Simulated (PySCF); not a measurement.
AsF3, septet, geometry from GFN2-xTB of the parent state (a higher spin typed on purpose: for a closed-shell molecule this is an excited state); PySCF with PBE/cc-pVDZ.

PySCF was given this input:
```python
from pyscf import gto, scf, dft

mol = gto.M(
    atom='''
F    -1.75854617   -0.86921053    0.20925575
As    0.07555063   -0.21534643    0.07876260
F     1.94209977    0.34601691   -0.01789853
F    -0.46057259    1.31279719   -0.48015343
''',
    basis='cc-pvdz',
    spin=6,
    verbose=4,
)

mf = dft.UKS(mol)
mf.xc = 'pbe'
mf.kernel()
```

The log (banner, timings and long lists left out):

```
PySCF version 2.14.0

[INPUT] verbose = 4
[INPUT] num. atoms = 4
[INPUT] num. electrons = 60
[INPUT] charge = 0
[INPUT] spin (= nelec alpha-beta = 2S) = 6
[INPUT] symmetry False subgroup None
[INPUT] Mole.unit = angstrom
[INPUT] Symbol           X                Y                Z      unit          X                Y                Z       unit  Magmom
[...]
nuclear repulsion = 296.378750604801
number of shells = 21
number of NR pGTOs = 155
number of NR cGTOs = 69
basis = cc-pvdz
ecp = {}

******** <class 'pyscf.dft.uks.UKS'> ********
method = UKS
initial guess = minao
damping factor = 0
level_shift factor = 0
DIIS = <class 'pyscf.scf.diis.CDIIS'>
diis_start_cycle = 1
diis_space = 8
diis_damp = 0
SCF conv_tol = 1e-09
SCF conv_tol_grad = None
SCF max_cycles = 50
direct_scf = True
direct_scf_tol = 1e-13
number electrons alpha = 33  beta = 27
XC library pyscf.dft.libxc version 7.1.2
    S. Lehtola, C. Steigemann, M. J. T. Oliveira, and M. A. L. Marques,  SoftwareX 7, 1–5 (2018)
XC functionals = pbe
    J. P. Perdew, K. Burke, and M. Ernzerhof,  Phys. Rev. Lett. 77, 3865 (1996)
    J. P. Perdew, K. Burke, and M. Ernzerhof,  Phys. Rev. Lett. 78, 1396 (1997)
    J. P. Perdew, K. Burke, and M. Ernzerhof,  Phys. Rev. Lett. 77, 3865 (1996)
    J. P. Perdew, K. Burke, and M. Ernzerhof,  Phys. Rev. Lett. 78, 1396 (1997)
radial grids:
    Treutler-Ahlrichs [JCP 102, 346 (1995); DOI:10.1063/1.469408] (M4) radial grids

becke partition: Becke, JCP 88, 2547 (1988); DOI:10.1063/1.454033
pruning grids: <function nwchem_prune>
grids dens level: 3
symmetrized grids: False
atomic radii adjust function: <function treutler_atomic_radii_adjust>
small_rho_cutoff = 0
Set gradient conv threshold to 3.16228e-05
tot grids = 63216
init E= -2534.15361749314

cycle= 1 E= -2534.00063368429  delta_E= 0.153  |g|= 0.424  |ddm|= 2.11

cycle= 2 E= -2531.60747168482  delta_E= 2.39  |g|= 2.07  |ddm|= 1.61

cycle= 3 E= -2533.51799698178  delta_E= -1.91  |g|= 1.02  |ddm|=    1

cycle= 4 E= -2534.0735459441  delta_E= -0.556  |g|= 0.196  |ddm|= 0.726

cycle= 5 E= -2533.24818424506  delta_E= 0.825  |g|= 1.12  |ddm|= 1.08

cycle= 6 E= -2533.98884846574  delta_E= -0.741  |g|= 0.432  |ddm|= 0.876

cycle= 7 E= -2533.94276328201  delta_E= 0.0461  |g|= 0.508  |ddm|= 0.801

cycle= 8 E= -2533.98717267365  delta_E= -0.0444  |g|= 0.432  |ddm|= 0.103

cycle= 9 E= -2533.97841092288  delta_E= 0.00876  |g|= 0.447  |ddm|= 0.0354

cycle= 10 E= -2533.82785448808  delta_E= 0.151  |g|= 0.673  |ddm|= 0.296

[...]

cycle= 16 E= -2534.0702911133  delta_E= -0.287  |g|= 0.189  |ddm|= 0.868

cycle= 17 E= -2533.7910537463  delta_E= 0.279  |g|= 0.707  |ddm|=  0.9

cycle= 18 E= -2534.07444835341  delta_E= -0.283  |g|= 0.173  |ddm|= 0.875

cycle= 19 E= -2534.08191590396  delta_E= -0.00747  |g|= 0.139  |ddm|= 0.107

cycle= 20 E= -2534.08337594711  delta_E= -0.00146  |g|= 0.128  |ddm|= 0.03

cycle= 21 E= -2534.07925882751  delta_E= 0.00412  |g|= 0.149  |ddm|= 0.132

cycle= 22 E= -2534.08212045553  delta_E= -0.00286  |g|= 0.133  |ddm|= 0.0546

cycle= 23 E= -2534.07648525931  delta_E= 0.00564  |g|= 0.166  |ddm|= 0.0731

cycle= 24 E= -2534.08504506166  delta_E= -0.00856  |g|= 0.112  |ddm|= 0.102

cycle= 25 E= -2534.08947926763  delta_E= -0.00443  |g|= 0.0725  |ddm|= 0.0819

cycle= 26 E= -2534.08266335646  delta_E= 0.00682  |g|= 0.135  |ddm|= 0.269

cycle= 27 E= -2534.09142311823  delta_E= -0.00876  |g|= 0.0486  |ddm|= 0.106

cycle= 28 E= -2534.09213162849  delta_E= -0.000709  |g|= 0.0331  |ddm|= 0.0288

cycle= 29 E= -2534.09138195222  delta_E= 0.00075  |g|= 0.0492  |ddm|= 0.0248

cycle= 30 E= -2534.09161765088  delta_E= -0.000236  |g|= 0.0447  |ddm|= 0.00744

cycle= 31 E= -2534.09262097821  delta_E= -0.001  |g|= 0.018  |ddm|= 0.0687

cycle= 32 E= -2534.0926952994  delta_E= -7.43e-05  |g|= 0.0146  |ddm|= 0.00949

cycle= 33 E= -2534.09257873674  delta_E= 0.000117  |g|= 0.0204  |ddm|= 0.0101

cycle= 34 E= -2534.09264519745  delta_E= -6.65e-05  |g|= 0.0122  |ddm|= 0.102

cycle= 35 E= -2534.09269697941  delta_E= -5.18e-05  |g|= 0.00572  |ddm|= 0.0325

cycle= 36 E= -2534.09270526643  delta_E= -8.29e-06  |g|= 0.00311  |ddm|= 0.023

cycle= 37 E= -2534.09270753627  delta_E= -2.27e-06  |g|= 0.00241  |ddm|= 0.0052

cycle= 38 E= -2534.09270961414  delta_E= -2.08e-06  |g|= 0.00105  |ddm|= 0.00329

cycle= 39 E= -2534.09270926007  delta_E= 3.54e-07  |g|= 0.00126  |ddm|= 0.00435

cycle= 40 E= -2534.0927101359  delta_E= -8.76e-07  |g|= 0.000398  |ddm|= 0.0024

cycle= 41 E= -2534.09271017456  delta_E= -3.87e-08  |g|= 0.00025  |ddm|= 0.00116

cycle= 42 E= -2534.09271019232  delta_E= -1.78e-08  |g|= 0.000185  |ddm|= 0.000599

cycle= 43 E= -2534.09271021154  delta_E= -1.92e-08  |g|= 2.67e-05  |ddm|= 0.000218

cycle= 44 E= -2534.09271021188  delta_E= -3.38e-10  |g|= 1.65e-05  |ddm|= 8.75e-05

Extra cycle  E= -2534.09271009692  delta_E= 1.15e-07  |g|= 0.000445  |ddm|= 0.000619
SCF not converged.
SCF energy = -2534.09271009692 after 50 cycles  <S^2> = 12.003646  2S+1 = 7.0010417
```

Convergence was not reached.
